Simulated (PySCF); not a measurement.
Sn(H)3(OEt) (C₂H₈OSn), SMILES [O]([SnH3])CC. Geometry: PBE0-D3(BJ)/def2-SVP. The structure was generated by enumeration; whether it is a known compound was not checked. The def2 effective core potentials stand for the cores of Sn; spin–orbit coupling is left out. The values are those of a single conformer.

Computed equilibrium geometry at PBE0-D3(BJ)/def2-SVP (PySCF confirms it by a frequency run) as a Z-matrix, and its point group (one conformer of several):
point group Cs.
```
O
C 1 1.4010
H 2 1.1115 1 111.60
H 2 1.1115 3 106.07 1 -121.74
C 2 1.5132 3 109.24 4 -117.63
H 5 1.1003 2 110.21 3 178.30
H 5 1.1003 6 107.93 2 -120.40
H 5 1.1011 6 108.64 7 -117.63
Sn 1 1.9921 2 120.48 3 -59.24
H 9 1.7048 1 103.35 2 180.00
H 9 1.7162 10 113.03 1 -116.30
H 9 1.7162 10 113.03 11 -127.41
```
Charge 0, spin multiplicity 1.
